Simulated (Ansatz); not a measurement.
Frontier orbitals of CF6Sn (`F[C](F)(F)[Sn]([F])([F])[F]`).

```xyz
8

F    -0.4469   -2.0265   -0.0629
C    -0.7223   -0.8068   -0.5131
F    -1.9930   -0.5313   -0.2382
F    -0.5631   -0.7969   -1.8324
Sn    0.6059    0.6770    0.4306
F     2.4300    0.3368    0.0773
F     0.2647    2.4344   -0.1719
F     0.4247    0.7133    2.3105
```

The species carries charge 0 and has multiplicity 1. Correlated methods include outer-core shells of Sn, which these sets cover unevenly. Sn: def2 effective core potential. The structure was optimised at the PBE0-D4/def2-TZVP level. Basis def2-TZVPP, the Gaussian-basis code of Ansatz.

```csv
functional,HOMO (eV),LUMO (eV),gap (eV)
LDA (SPW92),-9.11,-4.24,4.87
PBE,-8.81,-3.82,4.99
B97M-V,-9.24,-3.65,5.59
PBE0,-10.42,-2.90,7.52
r2SCAN0,-10.70,-2.80,7.90
CAM-B3LYP,-11.88,-1.96,9.92
ωB97X-V,-12.74,-0.66,12.08
ωB97M-V,-12.65,-0.78,11.87
```

A quarter of exact exchange (PBE0) shifts PBE's HOMO by −1.61 eV and its LUMO by +0.92 eV; full exchange at long range (ωB97M-V) shifts them by −3.84 and +3.04 eV. The gap opens from 4.99 to 11.87 eV, since occupied levels lose self-interaction and empty ones feel all the electrons.
